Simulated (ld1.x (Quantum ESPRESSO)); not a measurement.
# Reading a pseudo-wave (Be)

Columns: radius, all-electron u(r) and pseudo u(r) of the 2p shell (level -1.93 eV) of beryllium in the configuration [He] 2s2 2p0; BLYP, scalar-relativistic, TM scheme, ld1.x (Quantum ESPRESSO) 7.5.

```csv
r (bohr),all-electron,pseudo
0.210,0.0464,0.0151
0.420,0.1328,0.0585
0.630,0.2226,0.1252
0.840,0.3031,0.2073
1.050,0.3702,0.2954
1.260,0.4238,0.3798
1.470,0.4655,0.4522
1.680,0.4953,0.5072
1.890,0.5139,0.5424
2.100,0.5231,0.5589
2.310,0.5246,0.5598
2.520,0.5200,0.5493
2.730,0.5107,0.5319
2.940,0.4977,0.5110
3.150,0.4821,0.4891
3.360,0.4645,0.4675
3.570,0.4456,0.4465
3.780,0.4258,0.4260
3.990,0.4056,0.4056
4.200,0.3852,0.3852
4.410,0.3649,0.3649
4.620,0.3449,0.3449
4.830,0.3252,0.3252
5.040,0.3061,0.3061
5.250,0.2876,0.2876
5.460,0.2698,0.2698
```

Q: How many radial nodes do the two functions have?

A: The all-electron 2p function has n − l − 1 = 0; the pseudo-wave has 0.

Q: At about which radius was the pseudo-wave matched?

A: 4.20 bohr. The columns agree to 0.0005 from 3.78 bohr on; several derivatives are matched, so the curves merge somewhat inside the radius.

Q: Where does each function peak?

A: Outermost all-electron maximum near 2.31 bohr, pseudo maximum near 2.31 bohr (to the table’s step).

Q: Is the pseudo-wave norm-conserving?

A: Yes: the TM scheme keeps the norm inside the radius equal to the all-electron one, which fixes the energy derivative of the logarithmic derivative at the level.
